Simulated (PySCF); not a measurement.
H2O4S, SMILES O=S(=O)(O)O. Coordinates come from a PBE-D3(BJ)/def2-SVP optimisation. The values are those of a single conformer.

All values below come from PBE-D3(BJ)/def2-SVP (PySCF).

Harmonic wavenumbers (cm⁻¹): 229, 306, 336, 404, 445, 486, 493, 749, 812, 1089, 1103, 1154, 1405, 3644, 3648. Rotational constants (GHz): 4.782, 4.742, 4.538; symmetry number 2.

Question: Work out the zero-point energy and the ideal-gas rigid-rotor harmonic-oscillator thermochemistry at 298.15 K and 1 atm.

Answer: ZPE = ½ Σ hcν = ½ × 16303 cm⁻¹ = 23.31 kcal/mol. H − E(el) = 27.30 kcal/mol. Entropy in cal/(mol K): translation 39.66, rotation 24.17, vibration 8.28, total 72.11. G − E(el) = 5.80 kcal/mol. Cp = 20.67 cal/(mol K).
